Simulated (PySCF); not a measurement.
How methods differ on the excitation energy of Al

Al [Ne] 3s2 3p1 (2P) → Al [Ne] 3s1 3p2 (4P), as a difference of total energies. Calculation: PySCF 2.14, in aug-cc-pCVTZ-DK with one added diffuse shell each of s, p, d, f type (9s8p6d4f, 91 functions); the spin-free X2C one-electron Hamiltonian (Gaussian nucleus). Correlated levels: valence: [Ne] frozen; valence and next inner shell: 1s2 frozen; nothing frozen. The calculations carry no spin-orbit coupling.

```csv
method,excitation energy (eV)
UHF,2.437
LDA,3.708
PBE,3.603
PBE0,3.479
r2SCAN,3.215
BHandHLYP,3.789
BLYP,3.952
HSE06,3.490
PW91,3.606
MP2 (valence),3.175
SCS-MP2 (valence),3.479
MP2 (valence and next inner shell),3.322
SCS-MP2 (valence and next inner shell),3.589
MP2 (all electrons),3.318
SCS-MP2 (all electrons),3.586
```

Task: How much does correlation contribute at MP2 (all electrons)?

Result: 3.318 − (2.437) = 0.881 eV, measured against UHF.

Errors of the correlated levels include the incompleteness of this basis and the frozen core.

For comparison: 3.598 eV (measured; NIST levels, between the centres of gravity of the two terms).
